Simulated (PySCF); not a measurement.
**Two-component Hartree-Fock for Cl- (chlorine, charge -1)**

Start: [Ar]. Calculated with PySCF 2.14 in x2c-TZVPall-2c with one added diffuse shell each of s, p type (6s7p2d1f, 44 functions): generalised Hartree-Fock with the X2C-1e Hamiltonian and a Gaussian nucleus; one run each with spin-orbit coupling (SO) switched off, then screened by Boettger's factors.

```tsv
spinor shell	electrons	ε, spin-free (eV)	ε, screened SO (eV)	weight of nominal j (screened SO)	rms radius, screened SO (bohr)
1s1/2	2	-2853.9	-2853.9	1.000	0.105
2s1/2	2	-280.17	-280.17	1.000	0.479
2p1/2	2	-209.45	-210.65	1.000	0.449
2p3/2	4	-209.45	-208.86	1.000	0.452
3s1/2	2	-20.129	-20.129	1.000	1.73
3p1/2	2	-4.075	-4.172	1.000	2.25
3p3/2	4	-4.075	-4.027	1.000	2.27
```

```csv
quantity,spin-free,screened SO
E (hartree),-460.97551,-460.97655
M_J,0,0
⟨J²⟩,0.000,0.000
⟨L²⟩,0.000,0.000
⟨S²⟩,0.000,0.000
```

Without spin-orbit coupling the j labels of p, d and f shells carry no meaning; the spin-free column gives the mean over the occupied spinors of each nl shell.
